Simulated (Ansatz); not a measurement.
`[Cl][Ge][Cl]` and `Cl[Si]Cl` differ in one element.

Ansatz, PBE0-D4/def2-TZVP geometries, multiplicity 1. 

Scalar relativity is left out up to krypton.

| property | `[Cl][Ge][Cl]` |
| --- | --- |
| zero-point energy (PBE0-D4/def2-TZVP) / kJ/mol | 5.7 |
| size of the dipole moment (PBE/def2-TZVPP) / D | 1.84 |
| LUMO energy (PBE/def2-TZVPP) / eV | -3.79 |
| LUMO energy (ωB97M-V/def2-TZVPP) / eV | -1.11 |
| HOMO energy (PBE0/def2-TZVPP) / eV | -8.11 |
| HOMO–LUMO gap (B3LYP/def2-TZVPP) / eV | 4.64 |

Problem. Give the same properties after the change, and the shifts. (Best estimate.)

Solution. Ansatz gave: 
```
                                      property  `Cl[Si]Cl`  shift
zero-point energy (PBE0-D4/def2-TZVP) / kJ/mol         7.4    1.7
size of the dipole moment (PBE/def2-TZVPP) / D        0.75  -1.09
             LUMO energy (PBE/def2-TZVPP) / eV       -3.62   0.17
         LUMO energy (ωB97M-V/def2-TZVPP) / eV       -0.82   0.29
            HOMO energy (PBE0/def2-TZVPP) / eV       -7.74   0.37
         HOMO–LUMO gap (B3LYP/def2-TZVPP) / eV        4.54  -0.10
```

With PBE0 the HOMO rises by 0.37 eV and the LUMO rises by 0.21 eV, so the gap narrows by about 0.16 eV. PBE moves the HOMO by 0.35 eV and ωB97M-V by 0.38 eV. Dipoles are sizes alone; their direction can turn.

B3LYP here is the variant with VWN-RPA as its local correlation; programs differ in this.
